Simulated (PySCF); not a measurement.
## Calculated data, BH₃NSi, H₅NO₂Si

All values are calculated (PySCF 2.14.0). Calculation on a computer-drawn molecule: optimised geometry and harmonic frequencies of an isolated molecule of the commonest isotopes, restricted reference for singlets and unrestricted otherwise, frozen core in MP2.

Common to all runs: charge 0; method HF; basis cc-pV(D+d)Z.

(1) BH₃NSi

Start structure:
```xyz
6
BH3NSi
B     -2.8722    -0.4461     1.6239
N     -1.7686    -0.0380     1.3358
Si    -0.2137     0.4751     0.7321
H     -3.9137    -0.7286     1.9658
H      0.6175    -0.6675     0.2242
H      0.4235     1.2424     1.7002
```

| Quantity | Value |
| --- | --- |
| multiplicity | 2 |
| rotational constants | 134.1, 5.496, 5.37 GHz |
| total energy | -369.8174 hartree |
| spin squared | 0.7562 |
| convergence status largest gradient component | 4.063e-05 hartree/bohr |

Drawn bonds:
```tsv
atom	other atom	order
1	2	2
2	3	1
1	4	1
3	5	1
3	6	1
```

Optimised structure:
```xyz
6
BH3NSi
B     -2.8796    -0.4210     1.6400
N     -1.7390    -0.0746     1.2864
Si    -0.2377     0.4794     0.6933
H     -3.9517    -0.7519     1.9785
H      0.6044    -0.6592     0.2556
H      0.4764     1.2645     1.7281
```

Modes:
```tsv
frequency (cm⁻¹)	reduced mass (dalton)
180.1	3.279
201.1	3.81
740.8	7.102
767.3	1.156
814.9	1.343
829.6	1.356
840	1.213
1009	1.055
1970	5.229
2284	1.029
2295	1.055
2989	1.194
```

(2) H₅NO₂Si

Start structure:
```xyz
9
H5NO2Si
N      0.1853    -0.2435     0.5402
Si     0.5194     1.3215     1.4082
O      1.6879     2.1873     0.6744
O      0.9974     0.8929     2.8910
H     -0.1696    -0.0906    -0.4366
H      0.9799    -0.8768     0.5495
H     -0.7261     1.9540     1.3868
H      2.1636     2.7511     1.2447
H      0.5207     0.2885     3.3779
```

| Property | Result |
| --- | --- |
| multiplicity | 1 |
| rotational constants | ? |
| total energy | ? |

Drawn bonds:
```tsv
atom	other atom	order
1	2	1
2	3	1
2	4	1
1	5	1
1	6	1
2	7	1
3	8	1
4	9	1
```

Questions
1. What rotational constants does the calculation give for H₅NO₂Si (entry 2)?
2. H₅NO₂Si (entry 2): total energy?

Calculated values
1. 7.182, 6.211, 3.851 GHz
2. -496.1672 hartree

Further results for H₅NO₂Si (entry 2):

| Quantity | Value |
| --- | --- |
| convergence status largest gradient component | 4.155e-05 hartree/bohr |

Optimised structure:
```xyz
9
H5NO2Si
N      0.2850    -0.2107     0.5101
Si     0.5190     1.2440     1.3630
O      1.7184     2.1679     0.7315
O      0.9939     0.9659     2.9133
H     -0.3631    -0.2109    -0.2555
H      1.0740    -0.7929     0.2955
H     -0.7711     1.9541     1.3164
H      2.2233     2.6995     1.3287
H      0.4791     0.3676     3.4331
```

Modes:
```tsv
frequency (cm⁻¹)	reduced mass (dalton)
167.1	1.173
198.9	1.594
250.3	1.275
321.2	1.685
372.8	2.149
400.2	2.914
505.9	1.529
789.2	2.028
841.6	1.188
865.7	1.6
877.2	1.814
899.5	2.098
955.1	1.829
1003	1.996
1050	1.617
1694	1.117
2338	1.04
3768	1.051
3858	1.094
4174	1.067
4181	1.067
```
